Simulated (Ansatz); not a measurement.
Ligand exchange: C2H5BrSi + NaNH2 → C2H7NSi + NaBr

Species: C2H5BrSi `C=C[SiH2]Br`, singlet; NaNH2 `[NH2][Na]`, singlet; C2H7NSi `C=C[SiH2]N`, singlet; NaBr, singlet. The partners trade Br for NH2: Si–Br and Na–NH2 bonds give way to Si–NH2 and Na–Br.

Shapes, held fixed at every level: PBE0-D4/def2-TZVP. Flexible molecules stand in one conformer, not always the lowest. Programs: Ansatz 0.2.0. The zero-point and thermal change to 298 K, harmonic and unscaled (PBE0-D4/def2-TZVP), is +6.7 kJ/mol.

**Question.** Estimate ΔH(298 K) of this reaction.

**Answer.** The highest level, CCSD(T)/def2-TZVPP, gives ΔH(298 K) = -190.4 kJ/mol; the levels span -238.4 to -175.3. The column of differences is taken from that level and isn't an error. No measured value is set beside it here. Relativity is left out for Br unless named. Correlated rows may include outer-core shells of Br, Na, which these sets cover unevenly. Times are processor times on shared x86 and Arm servers, and rough.

```
               level                   kind  ΔH(298 K) (kJ/mol)  less CCSD(T)/def2-TZVPP  CPU time (sum over the molecules)
         HF/def2-SVP           Hartree–Fock              -238.4                    -48.0                                  –
   PBE-D4/def2-TZVPP                    GGA              -175.3                    +15.1                               29 s
r2SCAN-D4/def2-TZVPP               meta-GGA              -192.8                     -2.4                               54 s
  PBE0-D4/def2-TZVPP          global hybrid              -191.8                     -1.4                               34 s
   B2PLYP/def2-TZVPP          double hybrid              -190.7                     -0.3                               61 s
      MP2/def2-TZVPP    perturbation theory              -186.4                     +4.0                                  –
  CCSD(T)/def2-TZVPP  coupled cluster or CI              -190.4                      0.0                             19 min
```
